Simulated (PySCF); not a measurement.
```xyz
10

C      0.0028     0.6887    -0.2325
C     -1.1314    -0.3253    -0.0436
S     -0.0773    -1.3434     1.0529
C      1.1301    -0.2428     0.2277
H      0.1088     1.0972    -1.2403
H     -0.1113     1.5183     0.4664
H     -2.0426     0.0449     0.4245
H     -1.3858    -0.8677    -0.9558
H      1.6309    -0.7577    -0.5939
H      1.8759     0.1878     0.8945
```

Charge 0, multiplicity 1.

Q: Give the Mulliken and meta-Löwdin atomic charges from PBE0-D3(BJ)/def2-TZVP in PySCF.

A: 
```json
[
 {"atom": "C1", "Mulliken (e)": "-0.18", "meta-Löwdin (e)": "-0.20"},
 {"atom": "C2", "Mulliken (e)": "-0.20", "meta-Löwdin (e)": "-0.26"},
 {"atom": "S3", "Mulliken (e)": "-0.12", "meta-Löwdin (e)": "0.01"},
 {"atom": "C4", "Mulliken (e)": "-0.20", "meta-Löwdin (e)": "-0.26"},
 {"atom": "H5", "Mulliken (e)": "0.11", "meta-Löwdin (e)": "0.11"},
 {"atom": "H6", "Mulliken (e)": "0.11", "meta-Löwdin (e)": "0.12"},
 {"atom": "H7", "Mulliken (e)": "0.12", "meta-Löwdin (e)": "0.12"},
 {"atom": "H8", "Mulliken (e)": "0.12", "meta-Löwdin (e)": "0.12"},
 {"atom": "H9", "Mulliken (e)": "0.12", "meta-Löwdin (e)": "0.12"},
 {"atom": "H10", "Mulliken (e)": "0.12", "meta-Löwdin (e)": "0.12"}
]
```
